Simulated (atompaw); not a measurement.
**Scattering properties, PAW (atompaw) potential for O (Z = 8)**

oxygen, PAW, made with atompaw 4.2.0.5 (PBE, scalar-relativistic). Core [He], reference 2s2 2p3.5 (charge +0.5). Waves: 2s (bound): rc 0.65 bohr; 2s channel at -1.85 Ry: rc 0.65 bohr; 2p (bound): rc 1.15 bohr; 2p channel at -0.15 Ry: rc 1.15 bohr; 3d channel at -0.1 Ry: rc 0.85 bohr; 3d channel at 0.65 Ry: rc 1.15 bohr. Local part: ultrasoft scheme with l = 3 at 0 Ry, radius 0.95 bohr. Core correction: smooth core density matched at 1.05 bohr. Augmentation charge: sinc compensation charge, radius 0.90 bohr; PAW radius 1.15 bohr; waves and projectors: custom rrkj vanderbiltortho.

The phase is arctan(r·u′/u) with u = r·R(r), unwrapped; energies in Ry, scanned from -4 to 5 Ry. A pole is an energy at which the radial function vanishes at the test radius. The pseudo phase is shifted by a multiple of π to meet the all-electron one at the reference energy, and phase errors are pseudo minus all-electron; the curves can meet again beyond the range given. Levels narrower than the energy grid can be missing from the lists of poles.

| channel | radius (bohr) | reference energy (Ry) | poles, all-electron | poles, pseudo | unbroken range about the reference energy with phases within 0.05 rad | phase error 1 Ry above the reference energy (rad) |
| --- | --- | --- | --- | --- | --- | --- |
| s | 1.15 | -2.31 | 2.93 | 2.92 | the whole range | -0.000 |
| p | 1.15 | -1.20 | 2.63 | 2.64 | the whole range | -0.000 |
| d | 1.15 | -0.10 | none | 1.86 | below 1.8 | +0.000 |

Phases in the p channel:

```csv
E (Ry),all-electron,pseudo
-4.00,0.920,0.921
-3.52,0.826,0.827
-3.04,0.692,0.692
-2.56,0.494,0.494
-2.08,0.203,0.203
-1.60,-0.183,-0.183
-1.12,-0.580,-0.580
-0.64,-0.891,-0.891
-0.16,-1.106,-1.106
0.32,-1.252,-1.252
0.80,-1.354,-1.354
1.28,-1.431,-1.431
1.76,-1.490,-1.490
2.24,-1.538,-1.537
2.72,-1.578,-1.577
3.20,-1.612,-1.611
3.68,-1.643,-1.642
4.16,-1.672,-1.669
4.64,-1.699,-1.696
```
